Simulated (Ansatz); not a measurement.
Harmonic frequencies (cm⁻¹) at PBE0-D4/def2-TZVP from Ansatz: 31, 65, 103, 290, 400, 437, 538, 576, 710, 848, 930, 936, 1188, 1428, 1442, 2177, 2200, 2205, 3038, 3118, 3157.

Problem. Which molecule is it?
A. `[CH3][Al][NH2]`•
B. `[CH3][GeH][Cl]`•
C. `[CH3][Ga][SiH3]`•
D. `CC[SiH]O`•

Solution. C.
